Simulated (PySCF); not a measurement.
PySCF run on HI

Input:

```python
from pyscf import gto, dft

mol = gto.M(
    atom='H 0 0 0; I 0 0 1.63',
    basis='def2-svp',
    ecp={'I': 'def2-svp'},
    charge=0,
    spin=0,
    symmetry=True,
    verbose=4,
)
mf = dft.UKS(mol, xc='m06l')
mf.kernel()
mf.mulliken_pop()
mf.dip_moment()
print('orbital energies (hartree):', [e[max(0, n-3):n+3].round(4) for e, n in zip(mf.mo_energy, mol.nelec)])
```

```bash
$ OMP_NUM_THREADS=1 python input.py
```

The log (some set-up lines and the per-cycle HOMO/LUMO lines with their warnings removed):

```
PySCF version 2.14.0

[INPUT] verbose = 4
[INPUT] num. atoms = 2
[INPUT] num. electrons = 26
[INPUT] charge = 0
[INPUT] spin (= nelec alpha-beta = 2S) = 0
[INPUT] symmetry True subgroup None
[INPUT] Mole.unit = angstrom
[INPUT] Symbol           X                Y                Z      unit          X                Y                Z       unit  Magmom
[INPUT]  1 H      0.000000000000   0.000000000000   0.000000000000 AA    0.000000000000   0.000000000000   0.000000000000 Bohr   0.0
[INPUT]  2 I      0.000000000000   0.000000000000   1.630000000000 AA    0.000000000000   0.000000000000   3.080253583041 Bohr   0.0

nuclear repulsion = 8.11621489141104
point group symmetry = Coov
symmetry origin: [0.         0.         3.02321185]
symmetry axis x: [1. 0. 0.]
symmetry axis y: [0. 1. 0.]
symmetry axis z: [0. 0. 1.]
num. orbitals of irrep A1 = 13
num. orbitals of irrep E1x = 7
num. orbitals of irrep E1y = 7
num. orbitals of irrep E2x = 2
num. orbitals of irrep E2y = 2
number of shells = 13
number of NR pGTOs = 68
number of NR cGTOs = 31
basis = def2-svp
ecp = {'I': 'def2-svp'}

******** <class 'pyscf.dft.uks_symm.SymAdaptedUKS'> ********
method = SymAdaptedUKS
initial guess = minao
damping factor = 0
level_shift factor = 0
DIIS = <class 'pyscf.scf.diis.CDIIS'>
diis_start_cycle = 1
diis_space = 8
diis_damp = 0
SCF conv_tol = 1e-09
SCF conv_tol_grad = None
SCF max_cycles = 50
direct_scf = True
direct_scf_tol = 1e-13
number electrons alpha = 13  beta = 13
XC library pyscf.dft.libxc version 7.0.0
    S. Lehtola, C. Steigemann, M. J.T. Oliveira, and M. A.L. Marques.,  SoftwareX 7, 1–5 (2018)
XC functionals = m06l
    Y. Zhao and D. G. Truhlar.,  J. Chem. Phys. 125, 194101 (2006)
    Y. Zhao and D. G. Truhlar.,  J. Chem. Phys. 125, 194101 (2006)
    Y. Zhao and D. G. Truhlar.,  Theor. Chem. Acc. 120, 215 (2008)
radial grids:
    Treutler-Ahlrichs [JCP 102, 346 (1995); DOI:10.1063/1.469408] (M4) radial grids

becke partition: Becke, JCP 88, 2547 (1988); DOI:10.1063/1.454033
pruning grids: <function nwchem_prune>
grids dens level: 3
symmetrized grids: True
atomic radii adjust function: <function treutler_atomic_radii_adjust>
small_rho_cutoff = 0
Freeze 0 electrons in irreps []
    26 free electrons in irreps A1 E1x E1y E2x E2y
Set gradient conv threshold to 3.16228e-05
tot grids = 31768
init E= -267.403407816999
cycle= 1 E= -297.081003613086  delta_E= -29.7  |g|= 1.83  |ddm|= 5.69
cycle= 2 E= -297.439342392317  delta_E= -0.358  |g|= 1.62  |ddm|= 5.25
cycle= 3 E= -298.446213032685  delta_E= -1.01  |g|= 0.151  |ddm|=  2.6
cycle= 4 E= -298.452214739542  delta_E= -0.006  |g|= 0.127  |ddm|= 0.393
cycle= 5 E= -298.465812151679  delta_E= -0.0136  |g|= 0.00813  |ddm|= 0.183
cycle= 6 E= -298.465853152738  delta_E= -4.1e-05  |g|= 0.00136  |ddm|= 0.0186
cycle= 7 E= -298.465854461225  delta_E= -1.31e-06  |g|= 7.65e-05  |ddm|= 0.00255
cycle= 8 E= -298.465854466544  delta_E= -5.32e-09  |g|= 1.08e-05  |ddm|= 0.000132
cycle= 9 E= -298.465854466633  delta_E= -8.92e-11  |g|= 1.59e-06  |ddm|= 2.41e-05
Extra cycle  E= -298.465854466636  delta_E= -3.07e-12  |g|= 1.06e-06  |ddm|= 3.6e-06
converged SCF energy = -298.465854466636  <S^2> = 3.3217873e-12  2S+1 = 1
 ** Mulliken pop       alpha | beta **
pop of  0 H 1s        0.34536 | 0.34536
pop of  0 H 2s        0.10809 | 0.10809
pop of  0 H 2px       0.00240 | 0.00240
pop of  0 H 2py       0.00240 | 0.00240
pop of  0 H 2pz       0.00741 | 0.00741
pop of  1 I 4s        0.91515 | 0.91515
pop of  1 I 5s        0.10919 | 0.10919
pop of  1 I 6s        0.65695 | 0.65695
pop of  1 I 7s        0.29577 | 0.29577
pop of  1 I 4px       0.48736 | 0.48736
pop of  1 I 4py       0.48736 | 0.48736
pop of  1 I 4pz       0.49899 | 0.49899
[19 lines left out]
In total            13.00000 | 13.00000
 ** Mulliken atomic charges   ( Nelec_alpha | Nelec_beta ) **
charge of  0H =      0.06868  (     0.46566      0.46566 )
charge of  1I =     -0.06868  (    12.53434     12.53434 )
Dipole moment(X, Y, Z, Debye):  0.00000,  0.00000, -0.56643
orbital energies (hartree): [array([-0.3824, -0.2466, -0.2466, -0.0447,  0.2387,  0.3174]), array([-0.3824, -0.2466, -0.2466, -0.0447,  0.2387,  0.3174])]
```

In short: E(SCF) = -298.465854 Eh, 9 cycles, μz(SCF) = -0.57 D.

It ran on Arm Neoverse V2 (1 thread, shared host) in 2 s, peak memory 0.16 GiB.

The bond length is a typed value, not an optimised one. No search for the lowest solution was made.
